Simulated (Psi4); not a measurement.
boroxine (H₃B₃O₃), singlet, at a GFN2-xTB geometry; CCSD/STO-3G in Psi4.

Here is a job for Psi4.
```
memory 2 GB

molecule {
0 1
  B    -0.62642433    1.18300324    0.24601012
  O    -1.33948341    0.02486049    0.22970691
  B    -0.71480732   -1.15811031   -0.01600341
  O     0.62560781   -1.18146124   -0.24568946
  B     1.34123166   -0.02489294   -0.23000671
  O     0.71387560    1.15660075    0.01598255
  H    -1.16486750    2.19985392    0.45746817
  H    -1.32922010   -2.15356426   -0.02975915
  H     2.49408760   -0.04628966   -0.42770903
}

set basis sto-3g

energy('ccsd')
print_variables()
```

What the program printed (banner, timings and long lists left out):

```
   => Loading Basis Set <=

    Name: STO-3G
    Role: ORBITAL
    Keyword: BASIS

         ---------------------------------------------------------
                                   SCF
               by Justin Turney, Rob Parrish, Andy Simmonett
                          and Daniel G. A. Smith
                              RHF Reference
         ---------------------------------------------------------

  ==> Geometry <==

    Molecular point group: c1
    Full point group: C1

    Geometry (in Angstrom), charge = 0, multiplicity = 1:

       Center              X                  Y                   Z               Mass
    ------------   -----------------  -----------------  -----------------  -----------------
         B           -0.626424331310     1.183003241310     0.246010120120    11.009305360000
         O           -1.339483411310     0.024860491310     0.229706910120    15.994914619570
         B           -0.714807321310    -1.158110308690    -0.016003409880    11.009305360000
         O            0.625607808690    -1.181461238690    -0.245689459880    15.994914619570
         B            1.341231658690    -0.024892938690    -0.230006709880    11.009305360000
         O            0.713875598690     1.156600751310     0.015982550120    15.994914619570
         H           -1.164867501310     2.199853921310     0.457468170120     1.007825032230
         H           -1.329220101310    -2.153564258690    -0.029759149880     1.007825032230
         H            2.494087598690    -0.046289658690    -0.427709029880     1.007825032230

  Running in c1 symmetry.

  Rotational constants: A =      0.19926  B =      0.19926  C =      0.09963 [cm^-1]
  Rotational constants: A =   5973.55885  B =   5973.55883  C =   2986.77942 [MHz]
  Nuclear repulsion =  203.339198193984458

  Charge       = 0
  Multiplicity = 1
  Electrons    = 42
  Nalpha       = 21
  Nbeta        = 21

  ==> Algorithm <==

  SCF Algorithm Type is PK.
  DIIS enabled.
  MOM disabled.
  Fractional occupation disabled.
  Guess Type is SAD.
  Energy threshold   = 1.00e-08
  Density threshold  = 1.00e-08
  Integral threshold = 1.00e-12

  ==> Primary Basis <==

  Basis Set: STO-3G
    Blend: STO-3G
    Number of shells: 21
    Number of basis functions: 33
    Number of Cartesian functions: 33
    Spherical Harmonics?: true
    Max angular momentum: 1

  ==> Integral Setup <==

  Using in-core PK algorithm.
   Calculation information:
      Number of atoms:                   9
      Number of AO shells:              21
      Number of primitives:             63
      Number of atomic orbitals:        33
      Number of basis functions:        33

      Integral cutoff                 1.00e-12
      Number of threads:                 1

  Performing in-core PK
  Using 315282 doubles for integral storage.
  We computed 24854 shell quartets total.
  Whereas there are 26796 unique shell quartets.

  ==> DiskJK: Disk-Based J/K Matrices <==

    J tasked:                  Yes
    K tasked:                  Yes
    wK tasked:                  No
    Schwarz Cutoff:          1E-12

  Minimum eigenvalue in the overlap matrix is 2.5954924344E-01.
  Reciprocal condition number of the overlap matrix is 1.0814786161E-01.
    Using symmetric orthogonalization.

  ==> Pre-Iterations <==

  SCF Guess: Superposition of Atomic Densities via on-the-fly atomic UHF (no occupation information).

   -------------------------
    Irrep   Nso     Nmo
   -------------------------
     A         33      33
   -------------------------
    Total      33      33
   -------------------------

  ==> Iterations <==

                        Total Energy        Delta E     RMS |[F,P]|

   @RHF iter SAD:  -292.97376562823041   -2.92974e+02   0.00000e+00
   @RHF iter   1:  -296.64160287247296   -3.66784e+00   1.25504e-02 ADIIS/DIIS
   @RHF iter   2:  -296.74800425446603   -1.06401e-01   3.78329e-03 ADIIS/DIIS
   @RHF iter   3:  -296.75626769195293   -8.26344e-03   4.77624e-04 ADIIS/DIIS
[...]
  @RHF Final Energy:  -296.75649261327777
    Total Energy =                       -296.7564926132777714
[...]
    ABCD            =     NEW
    Cache Level     =     2
    Cache Type      =     LOW
    Print Level     =     1
    Num. of threads =     1
    # Amps to Print =     10
    Print MP2 Amps? =     No
    Analyze T2 Amps =     No
    Print Pair Ener =     No
    Local CC        =     No
    SCS-MP2         =     False
    SCSN-MP2        =     False
    SCS-CCSD        =     False

MP2 correlation energy -0.2472994772681849
                Solving CC Amplitude Equations
                ------------------------------
  Iter             Energy              RMS        T1Diag      D1Diag    New D1Diag    D2Diag
  ----     ---------------------    ---------   ----------  ----------  ----------   --------
     0        -0.247299477268185    0.000e+00    0.000000    0.000000    0.000000    0.109697
     1        -0.263302286843466    9.696e-02    0.012544    0.044463    0.044463    0.111483
     2        -0.281902591655181    3.449e-02    0.015035    0.055971    0.055971    0.122204
     3        -0.286847825801898    1.760e-02    0.018313    0.070543    0.070543    0.126797
     4        -0.287180931349513    5.249e-03    0.019159    0.075083    0.075083    0.127962
     5        -0.287221221663965    1.580e-03    0.019347    0.076281    0.076281    0.128221
     6        -0.287215819900446    4.931e-04    0.019392    0.076590    0.076590    0.128143
     7        -0.287211966950097    1.295e-04    0.019394    0.076621    0.076621    0.128110
     8        -0.287213230104420    3.888e-05    0.019394    0.076632    0.076632    0.128103
     9        -0.287214219697807    7.759e-06    0.019394    0.076634    0.076634    0.128102
    10        -0.287214233848204    1.995e-06    0.019394    0.076634    0.076634    0.128102
    11        -0.287214277047861    6.171e-07    0.019394    0.076634    0.076634    0.128102
    12        -0.287214231838213    1.583e-07    0.019394    0.076634    0.076634    0.128102
    13        -0.287214230545501    4.492e-08    0.019394    0.076634    0.076634    0.128102

    Iterations converged.

    Largest TIA Amplitudes:
             18   0         0.0766259838
             17   1         0.0766259826
             13   2         0.0555406966
             16   3         0.0143546606
             12   8         0.0128683567
             16   8        -0.0113326377
             20   6         0.0094135996
             19   7         0.0094135987
             12   3        -0.0073717608
             15   6        -0.0059568627

    Largest TIjAb Amplitudes:
     18  18   0   0        -0.0547940037
     17  17   1   1        -0.0547940033
     18  18   2   2        -0.0387093402
     17  17   2   2        -0.0387093400
     17  18   0   1        -0.0384550717
     18  17   1   0        -0.0384550717
     13  17   1   2        -0.0348414836
     17  13   2   1        -0.0348414836
     13  18   0   2        -0.0348414834
     18  13   2   0        -0.0348414834

    SCF energy       (wfn)                    = -296.756492613277771
    Reference energy (file100)                = -296.756492613278283

    Opposite-spin MP2 correlation energy      =   -0.191574268294621
    Same-spin MP2 correlation energy          =   -0.055725208973564
    Singles MP2 correlation energy            =   -0.000000000000000
    MP2 correlation energy                    =   -0.247299477268185
      * MP2 total energy                      = -297.003792090546483

    Opposite-spin CCSD correlation energy     =   -0.232286871234344
    Same-spin CCSD correlation energy         =   -0.054927359311157
    Singles CCSD correlation energy           =    0.000000000000000
    CCSD correlation energy                   =   -0.287214230545501
      * CCSD total energy                     = -297.043706843823770

  Variable Map:
  ----------------------------------------------------------------------------
[...]
  Array Variable Map:
  ----------------------------------------------------------------------------
[...]
[...]
```
